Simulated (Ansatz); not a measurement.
Harmonic frequencies (cm⁻¹) at PBE0-D4/def2-TZVP from Ansatz: 148, 259, 287, 357, 416, 473, 621, 727, 795, 883, 954, 1131, 1573, 2330, 3908.

Each molecule was computed in one conformer, which needn't be the lowest.

Question: Which molecule is it?
A. `F[CH](F)[AlH2]`
B. `O[Si]1(Cl)C=N1`
C. `O[SiH]1N=C1Cl`
D. `O=C=N[SiH2]Cl`

Answer: C.
